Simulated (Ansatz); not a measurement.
C4H12Si, triplet, at the geometry of the source list (a higher spin typed on purpose: for a closed-shell molecule this is an excited state); HF/def2-SV(P) in Ansatz (an electronic-structure program).

Input for Ansatz:
Ansatz 0.2 input:
```yaml
crystal:
  periodic: [false, false, false]
  atoms:
    - {symbol: C, position_ang: [-0.40850000, -1.21310000, -1.41620000]}
    - {symbol: Si, position_ang: [-0.00000000, -0.00000000, 0.00000000]}
    - {symbol: C, position_ang: [0.00820000, 1.78590000, -0.67430000]}
    - {symbol: C, position_ang: [-1.31830000, -0.15620000, 1.37180000]}
    - {symbol: C, position_ang: [1.71870000, -0.41660000, 0.71880000]}
    - {symbol: H, position_ang: [-1.38230000, -1.00360000, -1.84870000]}
    - {symbol: H, position_ang: [-0.42140000, -2.24090000, -1.06610000]}
    - {symbol: H, position_ang: [0.32380000, -1.14990000, -2.21550000]}
    - {symbol: H, position_ang: [0.23780000, 2.50350000, 0.10760000]}
    - {symbol: H, position_ang: [-0.95720000, 2.05610000, -1.09180000]}
    - {symbol: H, position_ang: [0.74890000, 1.90980000, -1.45860000]}
    - {symbol: H, position_ang: [-2.31050000, 0.07470000, 0.99580000]}
    - {symbol: H, position_ang: [-1.34960000, -1.16260000, 1.77840000]}
    - {symbol: H, position_ang: [-1.11550000, 0.52210000, 2.19510000]}
    - {symbol: H, position_ang: [1.74890000, -1.42830000, 1.11220000]}
    - {symbol: H, position_ang: [2.49410000, -0.33730000, -0.03730000]}
    - {symbol: H, position_ang: [1.98300000, 0.25640000, 1.52890000]}
basis:
  gaussian:
    orbitals: def2-SV_P_.json
    point_charges:
      - {charge: 0.5, position_ang: [4.7142, -2.5343, 1.3390]}
hamiltonian:
  xc: hf
magnetization: {spin_polarized: true, initial_magnetization: 2}
```
The basis file holds def2-SV(P) in the JSON format of the Basis Set Exchange.

Write the output that Ansatz gives for this input, abridged.


```
Functional definition: HF
1126 factors; integrals over basis functions are off by at most 6.3e-4 eV
mean field evaluation 1: about -12154.5439 eV, gradient 2.6e1 eV
mean field evaluation 2: about -12154.5425 eV, gradient 2.6e1 eV
mean field evaluation 4: about -12159.1397 eV, gradient 3.2e0 eV
mean field evaluation 8: about -12159.3853 eV, gradient 6.7e-1 eV
mean field evaluation 16: about -12159.6785 eV, gradient 4.4e-5 eV
mean field evaluation 32: about -12158.2749 eV, gradient 5.3e0 eV
mean field evaluation 64: about -12158.4720 eV, gradient 2.1e0 eV
mean field evaluation 96: about -12159.8895 eV, gradient 2.3e-4 eV
mean field evaluation 128: about -12159.7113 eV, gradient 4.8e-1 eV
mean field evaluation 160: about -12158.8390 eV, gradient 2.0e0 eV
mean field evaluation 192: about -12159.0670 eV, gradient 1.0e0 eV
mean field evaluation 224: about -12158.7249 eV, gradient 3.4e-1 eV
mean field evaluation 256: about -12159.2552 eV, gradient 4.0e0 eV
mean field evaluation 288: about -12159.6899 eV, gradient 9.4e-1 eV
mean field evaluation 320: about -12157.6136 eV, gradient 5.7e0 eV
mean field evaluation 352: about -12159.3267 eV, gradient 3.1e-3 eV
mean field -12159.88952399 eV, -446.8676977374 hartree, gradient 9.7e-6 eV, S^2 2.009220; 4 other end points of the search recorded, 0 dependent functions left out
reference -12159.88952399 eV, -446.8676977374 hartree; 26, 24 occupied and 72, 74 virtual orbitals, 1126 factors
Total energy: -12159.88952399 eV, -446.8676977374 hartree
```
